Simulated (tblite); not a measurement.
Input of a run (GFN2-xTB geometry optimisation, gas phase (tblite 0.8.0)), started from a force field or distance geometry:
```
{"job": {"kind": "relax", "xc": "GFN2-xTB", "basis": "xTB"}, "charge": 0, "multiplicity": 1}
C      3.206200    -1.309800    -0.669900
C      2.382500    -0.351000    -0.219900
C      2.864800     0.816500     0.567900
Si     0.589000    -0.551700    -0.595300
N     -0.483000     0.261900     0.557700
Si    -0.735200     1.970700     0.071600
Si    -2.059300    -0.588700     0.497700
N     -3.399700     0.554100     0.214800
N     -1.978900    -1.835100    -0.790500
H      4.270300    -1.300300    -0.507800
H      2.785700    -2.143400    -1.231500
H      3.508500     0.451200     1.370700
H      3.505500     1.420600    -0.103000
H      2.037600     1.462500     0.931700
H      0.258300    -0.189400    -1.952500
H      0.324900    -2.014400    -0.407900
H      0.061500     2.304500    -1.113100
H     -0.309600     2.905000     1.124300
H     -2.157900     2.279300    -0.161000
H     -2.276500    -1.332500     1.779600
H     -3.670400     0.977400     1.125800
H     -4.192100    -0.035400    -0.185400
H     -2.908400    -2.251100    -0.930700
H     -1.635500    -1.481200    -1.698900
```

Output (eV, eV/Å):
```
step      E/eV     max force
  0    -763.14700    2.092
  1    -763.42158    1.535
  2    -763.61626    1.427
  3    -763.69571    0.619
  4    -763.74647    0.794
  5    -763.80782    0.802
  6    -763.86017    0.676
  7    -763.92132    0.576
  8    -763.96148    0.442
  9    -763.99324    0.486
 10    -764.02594    0.583
 11    -764.06452    0.567
 12    -764.10132    0.419
 13    -764.12975    0.284
 14    -764.14647    0.306
 15    -764.15819    0.319
 16    -764.16819    0.224
 17    -764.17699    0.195
 18    -764.18683    0.252
 19    -764.19931    0.243
 20    -764.21248    0.323
 21    -764.22468    0.348
 22    -764.23551    0.279
 23    -764.24492    0.245
 24    -764.25303    0.186
 25    -764.25868    0.150
 26    -764.26242    0.157
 27    -764.26602    0.153
 28    -764.27028    0.175
 29    -764.27454    0.156
 30    -764.27812    0.137
 31    -764.28072    0.128
 32    -764.28303    0.129
 33    -764.28587    0.130
 34    -764.28911    0.146
 35    -764.29237    0.127
 36    -764.29558    0.142
 37    -764.29904    0.153
 38    -764.30325    0.184
 39    -764.30834    0.223
 40    -764.31367    0.175
 41    -764.31741    0.112
 42    -764.32026    0.105
 43    -764.32305    0.120
 44    -764.32676    0.145
 45    -764.33033    0.113
 46    -764.33349    0.110
 47    -764.33659    0.113
 48    -764.34098    0.163
 49    -764.34603    0.183
 50    -764.35006    0.218
 51    -764.35266    0.107
 52    -764.35478    0.115
 53    -764.35688    0.135
 54    -764.35974    0.135
 55    -764.36281    0.107
 56    -764.36554    0.121
 57    -764.36801    0.153
 58    -764.37122    0.140
 59    -764.37469    0.108
 60    -764.37736    0.127
 61    -764.37962    0.127
 62    -764.38202    0.133
 63    -764.38508    0.138
 64    -764.38858    0.118
 65    -764.39182    0.113
 66    -764.39442    0.114
 67    -764.39776    0.115
 68    -764.40050    0.104
 69    -764.40310    0.122
 70    -764.40504    0.088
 71    -764.40723    0.089
 72    -764.40853    0.087
 73    -764.41023    0.090
 74    -764.41170    0.106
 75    -764.41331    0.097
 76    -764.41469    0.073
 77    -764.41592    0.074
 78    -764.41719    0.074
 79    -764.41868    0.086
 80    -764.42022    0.125
 81    -764.42159    0.125
 82    -764.42289    0.086
 83    -764.42423    0.072
 84    -764.42560    0.071
 85    -764.42676    0.101
 86    -764.42805    0.111
 87    -764.42927    0.076
 88    -764.43048    0.080
 89    -764.43125    0.082
 90    -764.43212    0.086
 91    -764.43292    0.078
 92    -764.43387    0.057
 93    -764.43468    0.071
 94    -764.43534    0.053
 95    -764.43590    0.061
 96    -764.43654    0.067
 97    -764.43744    0.084
 98    -764.43843    0.067
 99    -764.43934    0.082
100    -764.44018    0.077
101    -764.44125    0.075
102    -764.44292    0.102
103    -764.44472    0.104
104    -764.44635    0.077
105    -764.44784    0.080
106    -764.44945    0.091
107    -764.45155    0.116
108    -764.45378    0.102
109    -764.45643    0.170
110    -764.45905    0.122
111    -764.46223    0.127
112    -764.46473    0.128
113    -764.46701    0.108
114    -764.46970    0.098
115    -764.47242    0.097
116    -764.47539    0.101
117    -764.47768    0.116
118    -764.47912    0.097
119    -764.48039    0.063
120    -764.48165    0.141
121    -764.48370    0.109
122    -764.48641    0.114
123    -764.48954    0.098
124    -764.49132    0.089
125    -764.49314    0.092
126    -764.49473    0.121
127    -764.49668    0.139
128    -764.49915    0.118
129    -764.50167    0.129
130    -764.50337    0.149
131    -764.50553    0.146
132    -764.50829    0.139
133    -764.50988    0.123
134    -764.51145    0.217
135    -764.51228    0.144
136    -764.51313    0.051
137    -764.51380    0.051
138    -764.51483    0.056
139    -764.51598    0.055
140    -764.51730    0.069
141    -764.51845    0.101
142    -764.51943    0.122
143    -764.52024    0.085
144    -764.52096    0.067
145    -764.52163    0.069
146    -764.52232    0.098
147    -764.52310    0.059
148    -764.52388    0.059
149    -764.52472    0.069
150    -764.52566    0.064
151    -764.52640    0.063
152    -764.52701    0.059
153    -764.52751    0.045
154    -764.52825    0.051
155    -764.52881    0.046
156    -764.52948    0.050
157    -764.53011    0.066
158    -764.53083    0.054
159    -764.53162    0.061
160    -764.53227    0.043
161    -764.53263    0.061
162    -764.53288    0.091
163    -764.53324    0.065
164    -764.53382    0.037
165    -764.53407    0.039
166    -764.53434    0.041
167    -764.53461    0.059
168    -764.53499    0.050
169    -764.53532    0.037
170    -764.53551    0.023
171    -764.53563    0.020
172    -764.53574    0.025
173    -764.53588    0.033
174    -764.53601    0.033
175    -764.53615    0.028
176    -764.53626    0.030
177    -764.53635    0.022
178    -764.53642    0.022
179    -764.53649    0.022
180    -764.53657    0.020
181    -764.53666    0.018
182    -764.53675    0.019
183    -764.53683    0.015
184    -764.53691    0.017
185    -764.53700    0.019
186    -764.53712    0.022
187    -764.53725    0.022
188    -764.53735    0.020
189    -764.53744    0.022
190    -764.53751    0.033
191    -764.53758    0.019
192    -764.53765    0.017
193    -764.53772    0.016
194    -764.53778    0.019
195    -764.53786    0.026
196    -764.53794    0.023
197    -764.53799    0.016
198    -764.53803    0.023
199    -764.53806    0.015
200    -764.53810    0.018
201    -764.53814    0.017
202    -764.53820    0.017
203    -764.53825    0.018
204    -764.53830    0.015
205    -764.53835    0.016
206    -764.53839    0.013
207    -764.53843    0.012
208    -764.53847    0.011
209    -764.53849    0.013
210    -764.53852    0.014
211    -764.53856    0.013
212    -764.53860    0.014
213    -764.53864    0.011
214    -764.53866    0.008
```

Problem. Summarise the run.

Solution. The energy falls by 32.1 kcal/mol over 214 L-BFGS steps, the largest force on an atom goes from 2.09 to 0.008 eV/Å, and the atoms move by 0.988 Å rms after alignment. The bond that changes most is Si7–N9 (SiH silicon to silicon-bound nitrogen), which shortens by 0.070 Å. Bonds longer at the end by more than 0.005 Å: 3 of 23; shorter: 16. Among the angles that change most is Si6–N5–Si7, from 108.6° to 121.0°. Among the dihedrals that turn most is N5–Si7–N9–H24, from -50° to 56°. The energy never rose by more than 1e-5 eV on the way. The first step brought 20 % of the lowering.

Problem. What are the final bond lengths?

Solution. C1=C2 1.326 Å, C2–C3 1.498 Å, C2–Si4 1.893 Å, Si4–N5 1.739 Å, N5–Si6 1.737 Å, N5–Si7 1.750 Å, Si7–N8 1.722 Å, Si7–N9 1.725 Å, C1–H10 1.081 Å, C1–H11 1.077 Å, C3–H12 1.089 Å, C3–H13 1.090 Å, C3–H14 1.089 Å, Si4–H15 1.469 Å, Si4–H16 1.469 Å, Si6–H17 1.465 Å, Si6–H18 1.472 Å, Si6–H19 1.463 Å, Si7–H20 1.468 Å, N8–H21 1.005 Å, N8–H22 1.006 Å, N9–H23 1.008 Å, N9–H24 1.006 Å. Numbering counts from 1 in the input's order; the species is `C=C(C)[SiH2]N([SiH3])[SiH](N)N`.

On one thread of an Arm Neoverse V1, shared host, this took 2.8 s wall.

GFN2-xTB frequencies show an imaginary mode (20i cm⁻¹), so the point is no minimum at that level.

These are computed values.
